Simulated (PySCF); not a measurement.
Computed shifts of a molecule C2H8GaN, PySCF with KT2/pcSseg-1, GIAO, gas phase, atoms alike by connectivity averaged where their shifts nearly agree, in ppm (number of nuclei): ¹H: 5.51 (2), 3.48 (6). ¹⁵N: 141.8 (1). ¹³C: 49.7 (2). References: ¹H against TMS (σ = 31.47 ppm); ¹⁵N against NH3 (σ = 266.2 ppm); ¹³C against TMS (σ = 185.1 ppm), references at their B3LYP-D3(BJ)/def2-TZVP geometries, non-relativistic. Coordinates come from a ωB97X-D3(BJ)/def2-SVP optimisation. One conformer was computed; it need not be the lowest.

Problem. Pick the molecule that these values belong to.
(A) C[N](C)[GaH2]
(B) C[CH2][GaH][NH2]
(C) [CH3][Ga]([CH3])[NH2]

Solution. A, C[N](C)[GaH2]
